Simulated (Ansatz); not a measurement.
Born–Oppenheimer molecular dynamics of C$_{2}$H$_{3}$NSi (7 atoms, charge 0, multiplicity 1). It starts at the highest image of a converged band. Of that band: Neighbouring images differ by up to 1.5 eV, so the band resolves the path poorly. A vibrational analysis at the climbing image gives one clearly imaginary mode, 461i cm⁻¹: a first-order saddle point.

Theory: UKS revPBE-D4/def2-SVP (Ansatz 0.2.0).

```yaml
ensemble: NVE (velocity Verlet)
time_step: 0.5 fs
steps_asked: 200
starting_velocities_drawn_for: 100 K
seed: 3751
```

First frame:

```xyz
7
Properties=species:S:1:pos:R:3
Si -0.435 1.165 -0.526
C 0.062 -0.486 -0.149
C 1.113 -1.545 0.640
N 0.461 -1.744 -0.491
H -1.637 1.175 -1.427
H -0.588 1.998 0.713
H 1.023 -0.563 1.239
```

**Question.** How far do the bonds stretch over the last three quarters of this one trajectory? (Pairs bonded in most of those frames.)

**Answer.** 
```json
{"bond": "Si1–C2", "mean (Å)": "1.787", "spread (Å)": "0.071", "shortest": "1.66", "longest": "1.90"}
{"bond": "Si1–H5", "mean (Å)": "1.504", "spread (Å)": "0.006", "shortest": "1.49", "longest": "1.52"}
{"bond": "Si1–H6", "mean (Å)": "1.504", "spread (Å)": "0.016", "shortest": "1.48", "longest": "1.53"}
{"bond": "C2–C3", "mean (Å)": "1.442", "spread (Å)": "0.066", "shortest": "1.31", "longest": "1.59"}
{"bond": "C2–N4", "mean (Å)": "1.472", "spread (Å)": "0.090", "shortest": "1.32", "longest": "1.63"}
{"bond": "C3–N4", "mean (Å)": "1.321", "spread (Å)": "0.046", "shortest": "1.24", "longest": "1.42"}
{"bond": "C3–H7", "mean (Å)": "1.137", "spread (Å)": "0.051", "shortest": "1.02", "longest": "1.24"}
```

Mean temperature of the second half: 1167 K. The conserved energy stayed within 0.47 meV per atom of its start (net change 0.097 meV per atom), so the integration is sound. The system heated up, since it started high on the potential surface and ran downhill. A run of 0.1 ps of so small a system gives no equilibrium averages. The orbitals stay closed-shell, which can raise the energy where a bond breaks towards radicals; this wasn't checked here.

The run took 5.4 min on 2 threads of Intel(R) Xeon(R) Platinum 8259CL CPU @ 2.50GHz (Skylake/Cascade Lake), with other jobs on the host, peak memory 0.2 GiB.
